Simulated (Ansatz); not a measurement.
An input meant for Li₂Cl₂⁻, that is (LiCl)2 ring with one electron more (charge -1, doublet).

```yaml
crystal:
  periodic: [true, true, true]
  atoms:
    - {symbol: Li, position_ang: [-0.409229, -0.325863, 1.166678]}
    - {symbol: Cl, position_ang: [1.078459, -1.409320, -0.015296]}
    - {symbol: Li, position_ang: [0.409363, 0.325951, -1.166618]}
    - {symbol: Cl, position_ang: [-1.078583, 1.409233, 0.015236]}
basis:
  gaussian: {orbitals: def2-mTZVP}
total_charge: -1
magnetization: {spin_polarized: true, initial_magnetization: 1}
hamiltonian: {xc: {name: SVWN5}}
scf: {omitted_lower_state_checks: [starts]}
```

```sh
$ ansatz run in.yaml --threads 4 --pin off --events-out ev --progress --plain --max-ram 3916MiB
```

Output, abridged:

```
Error: YAML parse error: error: line 2 column 3: crystal: missing field `lattice` (a structure is typed as `lattice` and `atoms`, a molecule's as `atoms` in Å alone, or read from a run's directory, `checkpoint`)
 --> <input>:2:3
1 | crystal:
2 |   periodic: [true, true, true]
3 |   atoms:
4 |     - {symbol: Li, position_ang: [-0.409229, -0.325863, 1.166678]}
```

In this input the species is marked periodic without a cell. The program refused the input.
